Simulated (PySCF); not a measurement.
Si(CCH)2(Cl)2 (C4H2Cl2Si), SMILES C#C[Si](Cl)(Cl)C#C.

Geometry optimised at PBE0-D3(BJ)/def2-SVP.

Two levels are set side by side: PBE/def2-TZVP (PySCF) and CAM-B3LYP/def2-TZVP (PySCF). Same geometry, gas phase. Differences are taken from unrounded values.

| quantity | PBE |
|---|---|
| orbital gap (eV) | 5.20 |
| highest occupied level (eV) | -7.37 |
| lowest empty level (eV) | -2.17 |
| dipole moment (D) | 2.08 |
| mean polarisability (bohr³) | 90.8 |

Problem. These are the PBE values. What does CAM-B3LYP give? (Estimate from the structure and the level; the computed values follow.)

Solution. 
```json
[
 {"quantity": "orbital gap (eV)", "CAM-B3LYP": "9.79", "PBE minus CAM-B3LYP": "-4.59"},
 {"quantity": "highest occupied level (eV)", "CAM-B3LYP": "-9.93", "PBE minus CAM-B3LYP": "2.57"},
 {"quantity": "lowest empty level (eV)", "CAM-B3LYP": "-0.14", "PBE minus CAM-B3LYP": "-2.03"},
 {"quantity": "dipole moment (D)", "CAM-B3LYP": "2.23", "PBE minus CAM-B3LYP": "-0.15"},
 {"quantity": "mean polarisability (bohr³)", "CAM-B3LYP": "86.4", "PBE minus CAM-B3LYP": "4.5"}
]
```

PBE's occupied levels lie high since its potential decays too fast outside the molecule; exact exchange lowers them and widens the gap. PBE's more diffuse valence density responds more strongly to a field. Differences between two approximate levels are no errors against the true value.

Rough cost on one machine, each run with all the roots and properties that it gave: CAM-B3LYP against PBE within a factor of 2.
